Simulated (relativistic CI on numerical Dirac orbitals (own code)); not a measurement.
Zr3+: resonant inelastic scattering at the M2,3 edge

Computed with this model: Dirac-Coulomb-Breit CI, KLI orbitals optimised for each configuration, model QED (radiative potential, 1s self-energy scaled to tabulated hydrogen-like ionisation energies), Kramers-Heisenberg scattering through one core-hole configuration in a parametric crystal field, unscaled Slater integrals; configurations [Kr] 4d → [Ne] 3s2 3p5 3d10 4s2 4p6 4d2; 300 K; core-hole width 2 eV; summed over polarisations. Incident energies are the highest absorption maxima for each field (at most a few, so the weaker spin-orbit partner edge can be absent), on the computed scale of the free ion. Intensities are in per cent of the strongest line above 0.02 eV; levels within 1 cm⁻¹ are merged; final levels count from the ground level, the first row holds all elastic scattering, lines under 0.4 are left out and each table stops after 24 rows. The scale of the Slater integrals is a model choice and moves the terms in proportion.

Field parameters in Wybourne normalisation: D3d B²₀ = −7Dσ, B⁴₀ = −14Dq − 21Dτ, B⁴₃ = −14√(10/7) Dq; D4h B²₀ = −7Ds, B⁴₀ = 21(Dq − Dt), B⁴₄ = 21√(5/14) Dq; Td as Oh with Dq negative (B⁴₀ = 21Dq, B⁴₄ = √(5/14) B⁴₀). The field is a parameter set, without covalency.

S is read from ⟨S²⟩ = S(S + 1).

D3d, 10Dq = 24800, Dσ = 970, Dτ = -120 cm⁻¹:

```
Final level (eV)  Degeneracy  Irrep     S  336.1 eV  338.4 eV  349.4 eV
           0.000           2     Γ4  0.50    1537.4    1393.3     255.1
           0.231           2  Γ5+Γ6  0.50      84.1      30.6      60.8
           0.283           2     Γ4  0.50      95.4      77.2      18.4
           3.209           2  Γ5+Γ6  0.50      16.1      93.6       7.7
           3.220           2     Γ4  0.50      17.3     100.0       3.9
```

Td, 10Dq = -11600 cm⁻¹:

```csv
Final level (eV),Degeneracy,Irrep,S,337.4 eV,351 eV
0.000,4,Γ8,0.50,1590.6,260.8
1.417,4,Γ8,0.50,100.0,44.7
1.497,2,Γ7,0.50,81.4,4.3
```

D4h, 10Dq = 27950, Ds = 2310, Dt = -640 cm⁻¹:

```
Final level (eV)  Degeneracy  Irrep     S  335.8 eV  339.4 eV  349.7 eV
           0.000           2     Γ6  0.50    1347.5    1117.7     213.2
           0.055           2     Γ7  0.50      78.7      45.4      32.7
           1.285           2     Γ7  0.50      80.0      20.8      48.2
           4.002           2     Γ6  0.50      13.9     100.0       4.8
           4.751           2     Γ7  0.50       5.9      75.7       4.8
```

For the first field the strongest loss at the lowest incident energy is the level at 0.28 eV (S = 0.50, against 0.50 in the thermal ground state).
